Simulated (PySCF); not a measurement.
**Electron correlation in S²⁺ (sulfur, charge +2)**

[Ne] 3s2 3p2, high-spin 3P determinant. Computed with PySCF 2.14 in Sapporo-DZP-2012 (5s4p2d, 27 functions), with scalar relativity by spin-free X2C-1e. Frozen: [Ne]; 4 electrons correlated.

MP2 pair energies summed by pair of shells (mhartree):

| pair | energy | share (%) |
| --- | --- | --- |
| 3s-3p | -32.56 | 61.5 |
| 3s-3s | -14.55 | 27.5 |
| 3p-3p | -5.79 | 10.9 |

Total MP2 correlation energy: -52.91 mhartree.

Same-spin part -8.64 and opposite-spin part -44.27 mhartree; SCS-MP2 scales them by 1/3 and 6/5 to -56.01 mhartree.

| level | correlation energy (mhartree) |
| --- | --- |
| CCSD | -76.08 |
| (T) | -0.90 |
| CCSD(T) | -76.98 |

Diagnostics: T1 = 0.0079, D1 = 0.0221, largest double amplitude 0.107.

Cost of the coupled-cluster step: 0.09 s of wall time on 1 thread of Intel(R) Xeon(R) 6975P-C (shared host), for 4 correlated electrons.

Iterations:

```
CC2 = 0
CCSD nocc = (np.int64(3), np.int64(1)), nmo = (22, 22)
frozen orbitals [[0, 1, 2, 3, 4], [0, 1, 2, 3, 4]]
max_cycle = 100
direct = 0
conv_tol = 1e-08
conv_tol_normt = 1e-06
diis_space = 8
diis_start_cycle = 0
Init t2, MP2 energy = -0.0529081544234567
Init E_corr(UCCSD) = -0.0529081544409224
cycle = 1  E_corr(UCCSD) = -0.0683802412369137  dE = -0.0154720868  norm(t1,t2) = 0.052006
cycle = 2  E_corr(UCCSD) = -0.0732080250124347  dE = -0.00482778378  norm(t1,t2) = 0.0198981
cycle = 3  E_corr(UCCSD) = -0.0760647946196116  dE = -0.00285676961  norm(t1,t2) = 0.00888142
cycle = 4  E_corr(UCCSD) = -0.0760621780954601  dE = 2.61652415e-06  norm(t1,t2) = 0.00158575
cycle = 5  E_corr(UCCSD) = -0.0760863165796171  dE = -2.41384842e-05  norm(t1,t2) = 0.000233823
cycle = 6  E_corr(UCCSD) = -0.0760768128468494  dE = 9.50373277e-06  norm(t1,t2) = 3.64461e-05
cycle = 7  E_corr(UCCSD) = -0.0760804526410907  dE = -3.63979424e-06  norm(t1,t2) = 8.10075e-06
cycle = 8  E_corr(UCCSD) = -0.0760796569743439  dE = 7.95666747e-07  norm(t1,t2) = 2.11423e-06
cycle = 9  E_corr(UCCSD) = -0.076079719890473  dE = -6.29161291e-08  norm(t1,t2) = 2.4169e-07
cycle = 10  E_corr(UCCSD) = -0.0760797104488557  dE = 9.44161729e-09  norm(t1,t2) = 5.52662e-08
UCCSD converged
E(UCCSD) = -397.3339589223162  E_corr = -0.0760797104488557
UCCSD(T) correction = -0.000903187087827038
```
